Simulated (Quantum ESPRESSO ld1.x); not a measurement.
Problem. Pd10+, configuration [Kr]. All-electron calculation, Dirac Kohn-Sham, BLYP, spin-unpolarised, spherical densities, point nucleus. Program: ld1.x of Quantum ESPRESSO 7.5. Some entries of the table are withheld. Estimate them.

orbital,occ.,eigenvalue (eV),<1/r> (bohr^-1),r(max) (bohr)
1s1/2,2,-24357.8,48.24,0.02065
2s1/2,2,-3729.22,11.09,0.1169
2p1/2,2,-3474.10,11.07,0.09050
2p3/2,4,-3314.62,10.43,0.09467
3s1/2,2,-832.980,3.875,(1)
3p1/2,2,-732.461,3.781,0.3278
3p3/2,4,-704.437,3.626,0.3375
3d3/2,4,(2),3.463,(3)
3d5/2,6,(4),3.423,(5)
4s1/2,2,-266.072,1.577,0.8254
4p1/2,2,(6),(7),0.8532
4p3/2,4,(8),(9),0.8733
4d3/2,0,-171.801,1.271,0.9389
4d5/2,0,-170.843,1.261,0.9451
5s1/2,0,(10),0.7861,1.713

Solution. 
(1) 3s1/2 r(max) (bohr): 0.3414
(2) 3d3/2 eigenvalue (eV): -526.935
(3) 3d3/2 r(max) (bohr): 0.2794
(4) 3d5/2 eigenvalue (eV): -521.311
(5) 3d5/2 r(max) (bohr): 0.2822
(6) 4p1/2 eigenvalue (eV): -232.362
(7) 4p1/2 <1/r> (bohr^-1): 1.488
(8) 4p3/2 eigenvalue (eV): -226.680
(9) 4p3/2 <1/r> (bohr^-1): 1.446
(10) 5s1/2 eigenvalue (eV): -125.655
